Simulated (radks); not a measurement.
Results of a calculation; reference values are marked as such.
Problem. Ionisation of the germanium ion Ge25+, [He] 2s2 2p3, to Ge26+, [He] 2s2 2p2, under several functionals. Scalar-relativistic Kohn-Sham, spin-polarised, spherical densities, point nucleus; open shells are filled with parallel spins first; a radial shooting solver on a logarithmic mesh with Libxc functionals. Known Delta-SCF values: BLYP 2600.5 eV. What does AM05 give, and what is its highest occupied eigenvalue?

Solution. 2597.8 eV by Delta-SCF; the 2p eigenvalue is -2533.0 eV. NIST: 2575 eV (semi-empirical).
